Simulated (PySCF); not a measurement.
Vertical excitations of a molecule CH5AlOS from TDA-LC-ωPBE/def2-SVPD run with PySCF 2.14.0, as energy in eV (oscillator strength): 5.99 (0.007), 6.44 (0.087), 6.63 (0.047), 6.93 (0.024), 7.38 (0.042), 7.90 (0.007), 7.91 (0.226), 8.00 (0.012), 8.04 (0.029), 8.13 (0.023). Lowest triplet (TDA): 5.44 eV. The structure is a stationary point at PBE0-D3(BJ)/def2-SVP. One conformer was computed; it need not be the lowest.

### Question
Identify the compound among the candidates.
A) C[O][AlH][SH]
B) [CH3][Al]([OH])[SH]
C) C[S][AlH][OH]

### Answer
C, C[S][AlH][OH]
